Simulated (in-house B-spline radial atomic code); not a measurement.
## RPA and G0W0 on BHandHLYP: V⁵⁺

Configuration [Ne] 3s2 3p6, mean-field start BHandHLYP. Computed with an all-electron radial atomic-structure program (B-spline basis): all electrons, non-relativistic, point nucleus, each spin shell either full or empty, empty states to l = 9 with an (l + 1/2)⁻⁴ tail; G0W0 by contour deformation at full frequency.

Command:
```bash
python run_gw.py task.json out
```
Settings (radii: box in bohr, nucleus in fm):
```
Z                        23
electrons                18
configuration            [Ne] 3s2 3p6
hamiltonian              nr
method                   bhandhlyp
lmax                     9
spin_polarised           False
box_radius               10.43
intervals                49
```

Cost of the run: 1.3 s on 1 thread of Arm Neoverse N1, on a shared host.

Energies (hartree):

```tsv
term	value
mean-field total	-937.89112
Hartree-Fock functional on these orbitals	-937.07299
direct second order	-1.288
second-order exchange	0.43249
SOSEX correction	0.39974
```

(1) What is the RPA correlation energy, and what remains with SOSEX?

Quasi-particle levels (eV):

```
level  occupied  mean field  Σx - vxc     Σc  QP weight     G0W0
   3p       yes     -123.31     -4.86      ?          ?        ?
   2p       yes     -606.88    -20.75   9.88      0.875  -617.75
   3d        no      -70.19      6.94  -2.79      0.973   -66.04
```

G0W0 = mean field + (Σx - vxc) + Σc, with Σc (partial-wave tail included) taken at the quasi-particle energy. Only the outer levels were computed. Levels of low weight are left out.

(2) Where does G0W0 put 3p?

## Answers

(1) RPA gives -1.1474 hartree (-1.73 eV per electron); RPA + SOSEX gives -0.74767, and the second-order doubles -0.85555 hartree (no singles). RPA lacks exchange-type terms and so overcorrelates at short range.

(2) At -128.61 eV, with Σc = -0.44 eV and a quasi-particle weight of 0.963. The tabulated removal energy is 128.125 ± 0.025 eV (NIST, measured); the calculation leaves out relativity, Breit and QED terms, and what these don't explain is the method's own error.
